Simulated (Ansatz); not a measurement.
Isolated molecules relaxed with PBE0-D4/def2-TZVP in Ansatz; ΔE leaves out vibrations. CCSD(T)/CBS is the MP2 limit (def2-TZVPP, def2-QZVPP) plus CCSD(T) − MP2 in def2-TZVPP, frozen cores. This one scheme is used for every species, atoms too. Functionals use def2-TZVPP. Open shells (•) are unrestricted, without spin–orbit coupling. Elements past krypton have def2 core potentials. Bonds to Br, In are less sure, by a few kJ/mol each and by 10 to 20 or more in all where they break to atoms, as the def2 sets lack core-valence functions. Scalar relativity is left out up to krypton. Each species was taken in one conformer, which may not be the lowest.

Consider the hydrogen abstraction from the In–H bond: `[OH][InH][Br]` + H• → `[OH][In][Br]`• + H₂.

`[OH][InH][Br]`:

Z-matrix (Å, degrees):
```
In
O 1 1.973
Br 1 2.454 2 109.4
H 1 1.701 2 127.1 3 -180.0
H 2 0.960 1 113.2 3 180.0
```

`[OH][In][Br]`•:

```xyz
4

O     0.473   -0.923   -0.667
In   -0.263    0.842   -0.070
Br   -0.922    1.020    2.337
H     0.711   -0.940   -1.599
```

H₂:

```xyz
2

H    -0.061    0.368    0.000
H     0.061   -0.368    0.000
```

```
    level  ΔE (kcal/mol)
revPBE-D4          -43.8
  LC-ωPBE          -34.6
```

Task: What does CCSD(T)/CBS give? (Estimate.)

Result: Computed: -38.3 kcal/mol. The listed levels differ from it by -5.5, 3.7 kcal/mol.

Largest T1 diagnostic among the species: 0.018.

From PBE to PBE0 (25 % exact exchange), in def2-TZVPP and without D4, ΔE moves by +2.8 kcal/mol. At CCSD(T), def2-SVP lies +1.6 kcal/mol from the extrapolated value and def2-TZVPP +0.1 kcal/mol. In def2-TZVPP, CCSD(T) changes the Hartree–Fock value by −6.4 kcal/mol (the triples alone add −0.0 kcal/mol) and MP2 by −3.8 kcal/mol.
